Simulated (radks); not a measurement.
Task: Species: Ge2+. Configuration: [Ar] 3d10 4s2. Calculated with a radial shooting solver on a logarithmic mesh with Libxc functionals: scalar-relativistic Kohn-Sham, PBE, spin-polarised, spherical densities, finite nucleus; Fermi nuclear charge, rms radius 4.0742 fm. Some entries of the table are withheld. Estimate them.

orbital  occ.  eigenvalue (eV)  <1/r> (bohr^-1)  <r^2> (bohr^2)
1s          2              (1)            32.38        0.002973
2s          2        -1391.776            7.107             (2)
2p          6              (3)              (4)         0.04135
3s          2        -188.4411            2.283          0.4494
3p          6        -135.5729            2.130          0.4926
3d         10         -49.1947            1.786          0.6832
4s          2              (5)           0.6743           4.290

Result: 
(1) 1s eigenvalue (eV): -10981.27
(2) 2s <r^2> (bohr^2): 0.05203
(3) 2p eigenvalue (eV): -1218.739
(4) 2p <1/r> (bohr^-1): 6.967
(5) 4s eigenvalue (eV): -29.2496
